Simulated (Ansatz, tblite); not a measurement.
Isomers of Cu$_{4}$O⁺ (doublet), found by a short tight-binding search and relaxed with B3LYP-D4/def2-SVP in Ansatz.

The xTB rows come from tblite. Correlated methods freeze 37 core orbitals. In CCSD on the charge 1 doublet the largest single amplitude is 0.18, so its Hartree–Fock determinant may place the open shell otherwise than the density functionals do.

Other spin states were run for one of them alone.

A:

```csv
atom,x (Å),y (Å),z (Å)
O1,0.034,-0.300,-0.456
Cu2,-0.582,1.477,-0.836
Cu3,-0.783,-1.928,-0.053
Cu4,1.716,0.525,-0.044
Cu5,-0.385,0.226,1.389
```

B:

```xyz
5

O     0.8607    0.8299   -0.4183
Cu    0.8920   -1.0290   -0.7279
Cu   -1.2123   -1.1687    0.5895
Cu   -0.9776    0.8569   -0.8336
Cu    0.4372    0.5109    1.3903
```

C:

```xyz
5

O    -0.327   -0.096    1.056
Cu    0.781    1.044   -1.988
Cu    1.313    0.233    0.214
Cu   -0.709   -1.871    1.195
Cu   -1.058    0.689   -0.478
```

**Question.** Estimate which lies lowest at each level, and how far above it the others are (kJ/mol).

**Answer.** 
| level | A | B | C |
| --- | --- | --- | --- |
| GFN1-xTB | 49.3 | 20.5 | 0.0 |
| GFN2-xTB | 22.3 | 13.3 | 0.0 |
| HF/def2-SVP | 0.0 | 56.4 | 50.7 |
| LDA (SPW92)/def2-TZVP | 41.3 | 0.0 | 28.7 |
| PBE-D4/def2-TZVP | 37.2 | 0.0 | 18.4 |
| r2SCAN-D4/def2-TZVP | 39.2 | 0.0 | 20.2 |
| PBE0-D4/def2-TZVP | 12.4 | 0.0 | 7.9 |
| ωB97X-V/def2-TZVP | 10.0 | 0.0 | 0.6 |
| MP2/def2-SVP | 0.0 | 67.4 | 19.2 |
| CCSD/def2-SVP | 0.0 | 21.5 | 28.7 |
| CCSD(T)/def2-SVP | 0.0 | 2.1 | 22.0 |
Point groups (tolerance 0.1 Å): A Cs, B not assigned, C Cs. Lower isomers may exist.
